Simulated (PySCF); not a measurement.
Method: M06-2X/def2-TZVP // B3LYP-D3(BJ)/def2-TZVP (PySCF). All species are isolated molecules in the gas phase. 

Reference species (SMILES): `CC#CC#N` (neutral, multiplicity 1).

The S1 oscillator strength is 0.000. The HOMO is -9.59 eV.

Changed species: `C#CC=C=N`.

Problem. Give the shifts of the S1 oscillator strength and HOMO.

Solution. the S1 oscillator strength hardly moves; the HOMO goes up by 1.92 eV, to -7.67 eV.
